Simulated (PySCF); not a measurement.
Species: C5H13GaO.
Z-matrix (Å and degrees, PBE0-D3(BJ)/def2-SVP geometry), rows numbered from 1:
```
C 
C   1  1.3416
C   2  1.4793  1  127.00
Ga  3  2.0115  2  111.76  1  -110.40
O   4  2.1228  3   98.94  2    47.50
C   5  1.4119  4  118.29  3    62.51
C   5  1.4141  4  121.52  3   -89.25
H   1  1.0958  2  121.41  3    -4.01
H   1  1.0932  2  121.52  3   178.08
H   2  1.0995  1  117.38  3  -177.68
H   3  1.1046  2  110.67  1   133.39
H   3  1.1018  2  111.91  1    13.39
H   4  1.5806  3  117.00  2   150.62
H   4  1.5810  3  116.75  2   -54.51
H   6  1.1023  5  110.59  4   -89.49
H   6  1.1026  5  110.00  4   149.04
H   6  1.0975  5  107.38  4    30.31
H   7  1.1019  5  110.50  4    91.66
H   7  1.0966  5  107.19  4   -27.68
H   7  1.1028  5  109.76  4  -146.62
```

Computed with TDDFT B3LYP/def2-SVPD, vertical, gas phase, core orbitals frozen in the response in PySCF. The B3LYP/def2-SVPD calculation is non-relativistic and has no spin–orbit coupling, an omission that weighs most on gallium.

| state | E (eV) | E (hartree) | f | main configurations (H = HOMO, L = LUMO) |
| --- | --- | --- | --- | --- |
| S1 | 5.30 | 0.1949 | 0.016 | H→L (66%), H→L+2 (18%), H→L+1 (14%) |
| S2 | 5.52 | 0.2030 | 0.018 | H→L+1 (49%), H→L+2 (47%) |
| S3 | 5.72 | 0.2102 | 0.275 | H→L+1 (33%), H→L+2 (32%), H→L (29%) |
| S4 | 6.17 | 0.2267 | 0.012 | H→L+3 (85%), H→L+4 (10%) |
| S5 | 6.23 | 0.2289 | 0.043 | H→L+4 (82%), H→L+3 (10%) |
| S6 | 6.37 | 0.2341 | 0.0043 | H→L+5 (88%) |

The lowest singlet lies at 5.30 eV (234 nm, ultraviolet) and is weak; its leading configuration is HOMO→LUMO (66%). The strongest level in the table is S3 at 5.72 eV (217 nm, f = 0.275). Löwdin shares by element: HOMO carbon 67% or more, gallium 12% (atoms not listed hold the other 21%); LUMO gallium 29%, carbon 21% or more, hydrogen 8% or more (atoms not listed hold the other 42%). Of the 6 states listed, 5 reach f = 0.01 and none stays under 0.0005. The listed states span 1.07 eV, and the widest gap between neighbours is 0.45 eV (S3 to S4). Orbital energies (eV): HOMO-3 -8.71, HOMO-2 -8.19, HOMO-1 -7.50, HOMO -6.07, LUMO 0.04, LUMO+1 0.12, LUMO+2 0.19. The window holds the lowest 6 singlets.

Rough CPU time on one thread of a shared machine: about 2.9 min.

One conformer stands for the species.
